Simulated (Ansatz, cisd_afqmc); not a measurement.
System: BeH₂, charge 0, singlet. BeH2 (SMILES [BeH2]).
B3LYP-D3(BJ)/def2-TZVP minimum from Ansatz (a program for electronic structure):
```
Be
H 1 1.3301
H 1 1.3301 2 180.00
```

Total energies in def2-SVP, 4 correlated electrons, 1 frozen orbitals. Open shells are spin-unrestricted; no spin-orbit coupling. Correlated methods leave the cores frozen. No relativity. AFQMC is phaseless with a CISD trial state; ± is one standard error, without the phaseless bias. Outlying blocks are dropped, and bars are widened where a walk drifts. Over all cases where full CI ran beside it in this data, AFQMC minus full CI had a median of +0.1 mEh and passed +0.4 mEh in a tenth of the cases.

```json
[
 {"method": "HF", "program": "Ansatz", "energy (Eh)": "-15.75353", "error against FCI (mEh)": "57.96"},
 {"method": "MP2", "program": "Ansatz", "energy (Eh)": "-15.79685", "error against FCI (mEh)": "14.64"},
 {"method": "CCSD", "program": "Ansatz", "energy (Eh)": "-15.81110", "error against FCI (mEh)": "0.39"},
 {"method": "CCSD(T)", "program": "Ansatz", "energy (Eh)": "-15.81135", "error against FCI (mEh)": "0.13"},
 {"method": "CCSDT(Q)", "program": "Ansatz", "energy (Eh)": "-15.81148", "error against FCI (mEh)": "0.00"},
 {"method": "CCSDTQ", "program": "Ansatz", "energy (Eh)": "-15.81149", "error against FCI (mEh)": "0.00"},
 {"method": "AFQMC/CISD", "program": "cisd_afqmc", "energy (Eh)": "-15.8115 ± 0.0001", "error against FCI (mEh)": "0.0 ± 0.1"},
 {"method": "FCI", "program": "Ansatz", "energy (Eh)": "-15.81149", "error against FCI (mEh)": "0.00"}
]
```
